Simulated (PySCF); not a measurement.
Correlation energy of Bi⁺ (bismuth, charge +1)

[Xe] 4f14 5d10 6s2 6p2, high-spin 3P determinant. Computed with PySCF 2.14 in cc-pVDZ-PP with ECP60MDF (4s3p2d, 23 functions), with scalar relativity through the core potential. Frozen: 5s2 5p6 5d10; 4 electrons correlated.

MP2 pair energies summed by pair of shells (mhartree):

```tsv
pair	energy	share (%)
6s-6p	-17.35	60.1
6s-6s	-8.65	30.0
6p-6p	-2.86	9.9
```

Total MP2 correlation energy: -28.86 mhartree.

Same-spin part -5.30 and opposite-spin part -23.56 mhartree; SCS-MP2 scales them by 1/3 and 6/5 to -30.04 mhartree.

```tsv
level	correlation energy (mhartree)
CCSD	-39.19
(T)	-0.30
CCSD(T)	-39.49
```

Diagnostics: T1 = 0.0056, D1 = 0.0134, largest double amplitude 0.073.

Spin-orbit coupling is strong in this species (close to jj coupling), so the high-spin LS determinant is a model state, not a physical level.

Cost of the coupled-cluster step: 0.09 s of wall time on 1 thread of Neoverse-V1 (shared host), for 4 correlated electrons.

Iterations:

```
CC2 = 0
CCSD nocc = (np.int64(3), np.int64(1)), nmo = (14, 14)
frozen orbitals [[0, 1, 2, 3, 4, 5, 6, 7, 8], [0, 1, 2, 3, 4, 5, 6, 7, 8]]
max_cycle = 100
direct = 0
conv_tol = 1e-08
conv_tol_normt = 1e-06
diis_space = 8
diis_start_cycle = 0
Init t2, MP2 energy = -0.028856321520496
Init E_corr(UCCSD) = -0.0288563215541327
cycle = 1  E_corr(UCCSD) = -0.0362442319125166  dE = -0.00738791036  norm(t1,t2) = 0.0371982
cycle = 2  E_corr(UCCSD) = -0.0382513610866823  dE = -0.00200712917  norm(t1,t2) = 0.0123071
cycle = 3  E_corr(UCCSD) = -0.0391972898120233  dE = -0.000945928725  norm(t1,t2) = 0.00472187
cycle = 4  E_corr(UCCSD) = -0.0391876854926066  dE = 9.60431942e-06  norm(t1,t2) = 0.000675528
cycle = 5  E_corr(UCCSD) = -0.0391916795334856  dE = -3.99404088e-06  norm(t1,t2) = 7.58367e-05
cycle = 6  E_corr(UCCSD) = -0.0391908331673389  dE = 8.46366147e-07  norm(t1,t2) = 9.51742e-06
cycle = 7  E_corr(UCCSD) = -0.0391910668811174  dE = -2.33713779e-07  norm(t1,t2) = 1.32726e-06
cycle = 8  E_corr(UCCSD) = -0.0391910073266154  dE = 5.9554502e-08  norm(t1,t2) = 2.46312e-07
cycle = 9  E_corr(UCCSD) = -0.0391910130175445  dE = -5.69092908e-09  norm(t1,t2) = 5.30979e-08
UCCSD converged
E(UCCSD) = -213.3274340283534  E_corr = -0.03919101301754453
UCCSD(T) correction = -0.000295140358729464
```

Spin-orbit coupling is strong in this species, so the high-spin LS determinant is a model state.
